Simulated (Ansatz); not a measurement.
Species: CH$_{5}$NSi, SMILES `N[SiH]=C` (charge 0, multiplicity 1), formula CH5NSi.

Question: How many basis functions does frozen-core CCSD(T)/def2-TZVPP // PBE0-D3(BJ)/def2-TZVP (Ansatz, a first-principles code) use, how many core orbitals are frozen, and how many electrons are correlated?

Answer: 174 basis functions and 7 frozen orbitals, which leaves 18 correlated electrons. Core time is of the order of seconds.
